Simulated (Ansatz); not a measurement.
PBE exchange is replaced step by step with exact exchange (0 % is PBE, 25 % PBE0; no dispersion term), basis def2-TZVPD, Ansatz. System: Ag4⁻ (the lowest doublet isomer of a short search). The state is a doublet with charge -1. Geometry: r2SCAN-D4/def2-SVPD, each spin state at its own.

The relaxed quartet has other bonds than the doublet, so its gap is one between isomers.

Geometry of the doublet:

```xyz
4

Ag    0.7327   -0.9105    0.7263
Ag    1.2737   -0.4727   -1.8775
Ag   -0.7295    0.9137   -0.7250
Ag   -1.2769    0.4695    1.8761
```

In the def2 sets Ag takes a core potential; there is no spin–orbit coupling. At PBE-D4/def2-TZVPD, PBE with 5 % exact exchange/def2-TZVPD, PBE with 10 % exact exchange/def2-TZVPD the highest occupied level of the charge -1 doublet lies above zero (up to 0.24 eV). By energy differences its removal costs 1.74 eV (vertical, to the charge 0 singlet, at PBE-D4/def2-TZVPD); a positive level beside a positive removal energy at the same level points to self-interaction error. At PBE-D4/def2-TZVPD the highest occupied level of the charge -1 quartet lies above zero (up to 0.01 eV). It is a level of α spin, whose loss leaves a triplet; that state wasn't run at this geometry and level. The electron is either unbound and held by the finite basis, or the level is raised by self-interaction error. The structure comes from a short search, and lower isomers may exist.

HOMO and LUMO are taken over both spins.

```
exact exchange (%)  HOMO (eV)  LUMO (eV)  gap (eV)   ⟨S²⟩  quartet − doublet (kJ/mol)
                 0       0.24       0.71      0.47  0.754                        73.9
                 5       0.16       0.87      0.71  0.755                        71.1
                10       0.07       1.03      0.95  0.756                        68.2
                15      -0.01       1.18      1.20  0.757                        65.3
                35      -0.35       1.80      2.15  0.762                        53.7
                50      -0.60       2.24      2.84  0.767                        45.1
```

Q: Fit a straight line to the column «quartet − doublet (kJ/mol)» against the share of exact exchange and predict its value at 25 %.

A: With x = exact exchange (%) and y = quartet − doublet (kJ/mol): mean x = 19.17, mean y = 62.88; Σ(x − x̄)(y − ȳ) = -1080, Σ(x − x̄)² = 1871; slope b = -0.5772, intercept a = ȳ − b·x̄ = 73.94. The residuals of the fitted rows reach 0.0. At x = 25 the line gives 73.94 + (-0.5772 × 25) = 59.5; the run gave 59.5, the same within rounding.
